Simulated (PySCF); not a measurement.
# Working out the excitation energy of B⁺

B⁺ [He] 2s2 (1S) → B⁺ [He] 2s1 2p1 (3P). Calculation: PySCF 2.14, in x2c-TZVPPall (5s3p2d1f, 31 functions); scalar relativity by spin-free X2C-1e. Frozen: 1s2. Energies in hartree (1 hartree = 27.21139 eV):

```
            part  B⁺ (lower)  B⁺ (upper)
             UHF  -24.243658  -24.128158
CCSD correlation   -0.059444   -0.004677
             (T)    0.000000    0.000000
```

Task: What does Hartree-Fock give?

Result: (-24.128158) − (-24.243658) = 0.115500 hartree = 3.143 eV.

Task: What do CCSD and CCSD(T) give?

Result: The CCSD correlation energies differ by 0.054767 hartree = 1.490 eV and the triples by 0.000000 hartree = 0.000 eV, so CCSD gives 4.633 eV and CCSD(T) 4.633 eV.

Measured between the centres of the two terms (NIST): 4.631 eV, so CCSD(T) (valence) is off by 0.002 eV.

The coupled-cluster amplitudes are large, so a single reference is strained.

What remains against the reference includes basis incompleteness, the frozen core and higher excitations.
